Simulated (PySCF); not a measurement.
C2H3O3, SMILES C(=O)(OC)[O] (connectivity only; charge and spin as stated), charge -1, multiplicity 1.

Geometry optimised at B3LYP-D3(BJ)/def2-SVPD. The multiplicity is an assumed one; other spin states were not compared. The isomer is the one that the SMILES or the coordinates give; other isomers of the formula were not compared.

These are r2SCAN/def2-SVPD run with PySCF values and carry that method's errors.

Symmetry labels are those of the subgroup Cs that the program uses (full group Cs).

List the valence orbital energies around the gap with their symmetry. (The exact figures need the calculation; the answer reports its results.)


| orbital | symmetry | energy (eV) |
|---|---|---|
| HOMO−7 | A' | -6.10 |
| HOMO−6 | A' | -4.92 |
| HOMO−5 | A" | -4.87 |
| HOMO−4 | A' | -3.57 |
| HOMO−3 | A" | -1.79 |
| HOMO−2 | A' | -1.30 |
| HOMO−1 | A" | -1.02 |
| HOMO | A' | -0.31 |
| LUMO | A' | 4.62 |
| LUMO+1 | A' | 5.52 |
| LUMO+2 | A' | 6.23 |
| LUMO+3 | A" | 6.60 |
